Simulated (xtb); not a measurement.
BH₅N, SMILES B[NH3+], charge +1. All values are semi-empirical tight-binding results from xtb (GFN2-xTB unless named), good for trends rather than for accurate numbers. Coordinates come from a GFN2-xTB optimisation. The isomer is the one that the SMILES or the coordinates give; other isomers of the formula were not compared.

A frequency run showed that this geometry is not a minimum.

```yaml
orbital_gap: 4.03 eV
static polarisability (D4 model): 23.5 bohr³
solvation energy, GFN2-xTB/ALPB(water): -72.1 kcal/mol
solvation energy, GFN2-xTB/ALPB(thf): -61.3 kcal/mol
```

### Question
Give the IR lines (harmonic; lines under 4 % of the strongest left out, lines within 3 cm⁻¹ merged). (Estimate from the structure and the level; the computed values follow.)

### Answer
ν (cm⁻¹): 664 (w), 744 (w), 851 (s), 932 (w), 996 (m), 1330 (vs), 1400 (m), 1422 (m), 3227 (s), 3261 (m), 3285 (m) (against the strongest line: vs over 80 %, s over 45 %, m over 15 %, w over 4 %, vw less). 1 imaginary mode(s) remain.
